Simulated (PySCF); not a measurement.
**Oscillator strengths, rates and cross-sections**

Species: C3H9NSi2.
Structure used (GFN2-xTB), in Å, numbered top down from 1:
```xyz
15
C3H9NSi2 angstrom
C      0.2129    1.6769   -0.9169
Si     0.3166    0.4538    0.5373
Si     1.7018   -1.3565    0.1063
C     -1.4999   -0.1408    0.8536
C     -1.9973   -0.8344   -0.2870
N     -2.3579   -1.3815   -1.2264
H     -0.1362    1.1770   -1.8174
H      1.1853    2.1078   -1.1371
H     -0.4711    2.4977   -0.7152
H      0.6245    1.2236    1.7610
H      1.6723   -2.3333    1.1999
H      3.0936   -0.9171   -0.0319
H      1.3383   -2.0652   -1.1206
H     -2.1528    0.7091    1.0578
H     -1.5345   -0.8091    1.7147
```

Theory: PySCF, TDDFT B3LYP/def2-SVPD, vertical, gas phase, core orbitals frozen in the response.

Computed singlets with f of 0.002 or more:

```json
{"state": "S2", "λ (nm)": "174.5", "f": "0.056"}
{"state": "S3", "λ (nm)": "173.4", "f": "0.027"}
{"state": "S4", "λ (nm)": "168.6", "f": "0.027"}
{"state": "S5", "λ (nm)": "166.2", "f": "0.020"}
{"state": "S6", "λ (nm)": "161.7", "f": "0.0065"}
{"state": "S7", "λ (nm)": "160.6", "f": "0.012"}
{"state": "S8", "λ (nm)": "159.4", "f": "0.024"}
```

Q: Turn these into Einstein A coefficients, radiative lifetimes, transition dipoles and integrated cross-sections.

A: Relations used (vacuum, state to state): A = 0.6670 f ν̃² s⁻¹ (ν̃ in cm⁻¹); τ = 1/A; f = (2/3) ΔE |μ|² in atomic units; ∫σ dE = 109.76 f Mb·eV.

```
state  A (s⁻¹)       τ  |μ| (D)  ∫σ dE (Mb·eV)
   S2  1.2×10⁸  8.2 ns     1.44            6.1
   S3  6.0×10⁷   17 ns     1.00              3
   S4  6.2×10⁷   16 ns     0.98            2.9
   S5  4.7×10⁷   21 ns     0.83            2.1
   S6  1.7×10⁷   60 ns     0.47           0.72
   S7  3.1×10⁷   32 ns     0.64            1.3
   S8  6.2×10⁷   16 ns     0.89            2.6
```

Leading configurations: S2 H→L+1 (66%); S3 H-1→L (70%); S4 H-1→L+1 (74%); S5 H→L+2 (46%); S6 H→L+2 (28%); S7 H-2→L (35%); S8 H-2→L+1 (46%) (H = HOMO, L = LUMO).

These lifetimes count emission to the ground state at the vertical energy alone; relaxation of the geometry and all other decay channels are left out.

Q: Suppose S2 emitted 0.3 eV lower with the same transition dipole. How would A change?

A: At fixed |μ|, A goes as the cube of the energy: (6.80/7.10)³ = 0.88, which makes τ about 9.3 ns.

Q: How much energy does a mole of photons resonant with S2 carry?

A: 7.103 eV × 96.485 = 685 kJ/mol (164 kcal/mol).

Q: By what factor does the largest A in the list exceed the smallest?

A: S2 has 7.3 times the rate of S6.

One conformer stands for the species.
